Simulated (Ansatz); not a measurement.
`[CH3][Ge][OH]` → `[CH2]` (triplet) + `[OH][GeH]` at 600 K and 1 bar (formal loss of a carbene).

Isolated molecules relaxed with PBE0-D4/def2-TZVP in Ansatz; ΔE leaves out vibrations. CBS: MP2 limit from def2 TZ/QZ plus the TZ coupled-cluster correction, frozen cores. This one scheme is used for every species. Triplets are unrestricted, without spin–orbit coupling. For Ge outer-core shells are correlated without core-valence functions, which leaves a few kJ/mol of doubt a bond. Scalar relativity is left out up to krypton. Each species was taken in one conformer, which may not be the lowest.

```
          species  CCSD(T)/CBS energy (Eh)  H − E (kJ/mol)  S (J/(mol·K))
  `[CH3][Ge][OH]`              -2191.75471           171.0          364.9
`[CH2]` (triplet)                -39.09499            66.5          220.8
      `[OH][GeH]`              -2152.47759            79.9          292.6
```

H − E and S are ideal-gas, rigid-rotor, harmonic terms from PBE0-D4/def2-TZVP, for one conformer and one mirror image of each species, with the whole ground term of open shells counted as degenerate. 1 Eh = 2625.50 kJ/mol, R = 8.31446 J/(mol·K).

Question: By hand: ΔE, ΔH, ΔS and ΔG.

Answer: ΔE = (-39.09499) + (-2152.47759) − (-2191.75471) = 0.18213 Eh = 478.2 kJ/mol. Δ(H − E) = 66.5 + 79.9 − 171.0 = -24.6, so ΔH = 453.6 kJ/mol. ΔS = 220.8 + 292.6 − 364.9 = 148.5 J/(mol·K). ΔG = 453.6 − 600 × (148.5)/1000 = 364.5 kJ/mol.

Question: By hand: the equilibrium constant, and the temperature at which ΔG would vanish if ΔH and ΔS stayed fixed.

Answer: log₁₀ K = −ΔG/(RT ln 10) = -31.7. ΔG = 0 at ΔH/ΔS = 3055 K, far beyond where these terms or the molecules hold.

The number of gas molecules changes by +1, which sets the sign of ΔS. A doubt of 5 kJ/mol in ΔE shifts log₁₀ K by 0.4 here. Other conformers and mirror images would add mixing entropy, several J/(mol·K) or more a flexible species. A triplet takes part, so the spin changes. These are equilibria of isolated gas molecules and say nothing of rates. Largest T1 diagnostic: 0.016 (customary marks: 0.02 for closed shells, 0.045 for open ones).
